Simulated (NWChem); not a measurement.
System: C2H4BFO; SMILES C(=O)B(F)C

```xyz
9

C     -1.3069     1.1623     0.1288
B      0.0298     0.5195    -0.3261
F      1.0314     1.2531    -0.7968
C      0.2866    -1.0744    -0.2886
O     -0.5048    -1.8307     0.2272
H     -1.8959     0.4730     0.7494
H     -1.9038     1.3802    -0.7767
H     -1.1598     2.1236     0.6441
H      1.2300    -1.4817    -0.7492
```
Atoms are numbered in this order, from 1.

STO-3G and 3-21G are far too small for this property and stand as cheap habits. Geometry: optimised at PBE0/def2-SVP.

**Question.** Give the principal values of the shielding tensors (ppm) of C1, B2, F3, C4, O5 from Hartree-Fock/STO-3G, GIAO (NWChem), with their diamagnetic and paramagnetic parts as GIAO splits them.

**Answer.** 
| atom | σ11 | σ22 | σ33 | isotropic | diamagnetic | paramagnetic |
|---|---|---|---|---|---|---|
| C1 | 231.1 | 234.7 | 247.0 | 237.6 | 246.0 | -8.4 |
| B2 | 53.4 | 110.2 | 135.1 | 99.6 | 198.6 | -99.1 |
| F3 | 135.9 | 253.9 | 641.4 | 343.7 | 454.5 | -110.8 |
| C4 | -65.0 | 82.0 | 192.4 | 69.8 | 255.0 | -185.2 |
| O5 | -1586.6 | -510.3 | 514.9 | -527.3 | 385.5 | -912.8 |
